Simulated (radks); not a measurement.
The table gives one normalised radial function P(r) = r R(r) of Sn in [Kr] 4d10 5s2 5p2 (r in bohr). Calculated with a radial shooting solver on a logarithmic mesh with Libxc functionals: scalar-relativistic Kohn-Sham, r2SCAN, spin-polarised, spherical densities, finite nucleus; open shells are filled with parallel spins first (spin-orbit coupling, left out, can overturn this in heavy ions); meta-GGA in the generalised Kohn-Sham scheme; Fermi nuclear charge, rms radius 4.6519 fm.

| r | P |
|---|---|
| 0.002103 | 0.0000 |
| 0.002827 | 0.0000 |
| 0.003771 | 0.0001 |
| 0.00507 | 0.0002 |
| 0.006817 | 0.0005 |
| 0.009165 | 0.0010 |
| 0.01222 | 0.0023 |
| 0.01643 | 0.0051 |
| 0.0221 | 0.0111 |
| 0.02971 | 0.0235 |
| 0.03994 | 0.0482 |
| 0.05327 | 0.0921 |
| 0.07162 | 0.1678 |
| 0.09629 | 0.2800 |
| 0.1295 | 0.4155 |
| 0.1727 | 0.5223 |
| 0.2321 | 0.5183 |
| 0.3121 | 0.3052 |
| 0.4196 | -0.1274 |
| 0.5597 | -0.6274 |
| 0.7525 | -0.9814 |
| 1.012 | -1.0033 |
| 1.36 | -0.7570 |
| 1.814 | -0.4458 |
| 2.439 | -0.2013 |
| 3.279 | -0.0677 |
| 4.409 | -0.0155 |
| 5.88 | -0.0023 |
| 7.906 | -0.0001 |
| 10.63 | 0.0000 |

Which n and l does it have? It may be an empty orbital.

Answer. n = 4, l = 2: the number of nodes gives n - l - 1 = 1, the rise at small r (about r^(l+1), flatter next to the nucleus through relativity) gives l, and the extent must fit the shell. The curve is that of 4d up; the table hardly tells the two spins apart. 4d up: eigenvalue -26.491 eV, 1 radial node at r = 0.389 bohr, <r> = 1.10 bohr, 90 % of the charge inside 1.72 bohr.
